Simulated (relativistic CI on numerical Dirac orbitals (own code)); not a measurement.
Mn²⁺ in a cubic cluster: L2,3 absorption with charge transfer

Computed with a charge-transfer multiplet model of a cubic metal-ligand cluster with up to 2 ligand holes, Slater and spin-orbit integrals from Dirac-Coulomb-Breit ions, Slater integrals scaled by 0.8. The ground state mixes d5 with configurations of k ligand holes L, whose averages lie at kΔ + k(k − 1)U_dd/2; a core hole lowers each added d electron by U_cd. 300 K, Lorentzian 0.4 eV and Gaussian 0.3 eV FWHM.

Atomic integrals in eV (Slater integrals scaled, ζ unscaled), ground: F2dd 8.204, F4dd 5.095, zeta_d 0.037; with the core hole: F2dd 8.873, F4dd 5.517, zeta_d 0.052, zeta_core 6.792, F2cd 5.084, G1cd 3.747, G3cd 2.127.

Cluster parameters (eV): Δ = 4.5, U_dd = 5.4, U_cd = 6.3, 10Dq = 1.55, 10Dq(ligand) = 0.6, final-state hopping factor = 1.

| Case | n_d | d5 | d6L | d7L2 | S |
| --- | --- | --- | --- | --- | --- |
| V(eg) = 1.25 eV, V(t2g) = -0.6 eV | 5.08 | 0.92 | 0.08 | 0.00 | 2.50 |
| V(eg) = 2.15 eV, V(t2g) = -1.03 eV | 5.19 | 0.82 | 0.17 | 0.01 | 2.50 |
| V(eg) = 2.45 eV, V(t2g) = -1.17 eV | 5.23 | 0.78 | 0.21 | 0.01 | 2.50 |

Weights, n_d and S are thermal averages at 300 K. Photon energies count from the first peak over 30 % of the highest in each spectrum, which can be another peak from case to case. The parameters are a model scan and need not match a compound or its usual spin state. Peaks in eV (height, largest 100):
- V(eg) = 1.25 eV, V(t2g) = -0.6 eV: 0.0 (38), 1.7 (100), 2.9 (26), 4.8 (8), 10.9 (15), 12.7 (21), 13.9 (15)
- V(eg) = 2.15 eV, V(t2g) = -1.03 eV: 0.0 (42), 2.0 (100), 3.0 (25), 5.6 (6), 11.1 (14), 13.0 (18), 14.1 (12)
- V(eg) = 2.45 eV, V(t2g) = -1.17 eV: 0.0 (45), 2.0 (100), 3.0 (26), 5.6 (6), 11.0 (14), 13.1 (18), 14.2 (12)

For the case V(eg) = 2.15 eV, V(t2g) = -1.03 eV, Δ = 4.5 eV is smaller than U_dd = 5.4 eV, the charge-transfer side of the Zaanen-Sawatzky-Allen scheme. With the core hole the configuration with one ligand hole lies at Δ + U_dd − U_cd = 3.6 eV above the one without, against Δ in the ground state. The added d electron screens the hole, so the order of the configurations is kept and charge-transfer satellites are weaker than in photoemission.
